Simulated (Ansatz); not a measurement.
A structure relaxed at PBE-D4/def2-SVP in Ansatz, charge 1, doublet:

```tsv
atom	x (Å)	y (Å)	z (Å)
Au1	0.573	-0.581	2.797
Au2	-0.363	1.247	-2.173
Au3	0.111	0.292	0.355
Au4	0.231	2.933	-0.185
Ag5	-0.009	-2.417	0.914
Ag6	-0.543	-1.473	-1.709
```

(1) Give its formula and point group.

(2) Summarise the bond lengths by kind (pairs closer than 1.2 times the sum of covalent radii, bridged metal pairs left out).

Answers

(1) the cluster Ag2Au4⁺. Point group Cs (tolerance 0.1 Å).

(2) 4 × Ag–Au 2.69 to 2.79 Å; 4 × Au–Au 2.63 to 2.74 Å; 1 × Ag–Ag 2.84 Å.

In the def2 sets Ag, Au take a core potential; there is no spin–orbit coupling. The relaxation made no stability test and no search for a lower SCF solution. No other spin state of charge 1 was run. Another isomer (doublet) lies 0.17 eV lower at PBE0-D4/def2-TZVP; other spin states weren't run for this one.
